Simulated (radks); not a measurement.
All-electron atom: As12+ in [Ar] 3d2.5 4f0.5 (fractional occupations, a model configuration). Method: scalar-relativistic Kohn-Sham, r2SCAN, spin-polarised, spherical densities, finite nucleus; open shells are filled with parallel spins first; meta-GGA in the generalised Kohn-Sham scheme; Fermi nuclear charge, rms radius 4.0968 fm; computed with a radial shooting solver on a logarithmic mesh with Libxc functionals.

Radial electron density D(r) = 4 pi r^2 rho(r):

r (bohr)  D(r) (e/bohr)  spin D(r)
0.00323           3.040  -0.000112
0.004173          4.695  -0.000173
0.005348          7.032  -0.000259
0.006853          10.30  -0.000379
0.008852          14.85  -0.000546
0.01134           20.40  -0.000751
0.01465           27.00  -0.000998
0.01878           33.42   -0.00125
0.02406           38.53   -0.00146
0.03108           40.85   -0.00148
0.03983           39.50  -0.000771
0.05145           35.78    0.00299
0.06593           33.57     0.0173
0.08449           36.35     0.0649
0.1091            43.63      0.209
0.1399            47.87      0.554
0.1807            41.77       1.29
0.2315            28.42       2.46
0.2967            19.69       3.93
0.3832            21.31       5.06
0.4911            23.41       4.88
0.6344            16.88       3.37
0.8129            7.335       1.72
1.042             2.013      0.810
1.346            0.5588      0.453
1.724            0.2271      0.223
2.228           0.05782     0.0578
2.854          0.006409    0.00641
3.658         0.0002287   0.000229

D(r) has 3 maxima, at r = 0.0318, 0.140, 0.468 bohr, and minima at 0.0665, 0.319 bohr, inside which lie 2.08, 10.69 electrons.
